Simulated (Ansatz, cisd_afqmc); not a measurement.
Species: GeO, charge 1, doublet. GeO+ (parent SMILES [O]=[Ge], doublet).
B3LYP-D3(BJ)/def2-TZVP minimum from Ansatz (an electronic-structure program):
```xyz
2

Ge     0.0000     0.0000    -0.3569
O      0.0000     0.0000     1.4274
```
Charge +1, spin multiplicity 2.

Total energies in cc-pVDZ, 9 correlated electrons, 15 frozen orbitals. UHF or UKS for unpaired electrons; spin-orbit terms are left out. Cores are frozen in correlated methods (noble-gas shells, and filled d and f shells in the p block). No relativity. AFQMC/CISD: phaseless, guided by CISD from CCSD amplitudes; bars are statistical, one sigma. Outlying blocks are dropped, and bars are widened where a walk drifts. Over all cases where full CI ran beside it in this data, AFQMC minus full CI had a median of +0.1 mEh and passed +0.4 mEh in a tenth of the cases. The spin of GeO+ (parent SMILES [O]=[Ge], doublet) was assumed, and the state is the lowest solution found for it.

| method | program | energy (Eh) | minus CCSDTQ (mEh) |
|---|---|---|---|
| HF | Ansatz | -2149.86644 | 227.04 |
| MP2 | Ansatz | -2150.06227 | 31.20 |
| CCSD | Ansatz | -2150.08536 | 8.11 |
| CCSD(T) | Ansatz | -2150.09178 | 1.69 |
| CCSDT(Q) | Ansatz | -2150.09363 | -0.15 |
| CCSDTQ | Ansatz | -2150.09348 | 0.00 |
| AFQMC/CISD | cisd_afqmc | -2150.0927 ± 0.0004 | 0.7 ± 0.4 |

Rough core times of Ansatz's runs on a shared machine: CCSD(T) under 20 s, CCSDT(Q) 20 s, CCSDTQ 3 min.
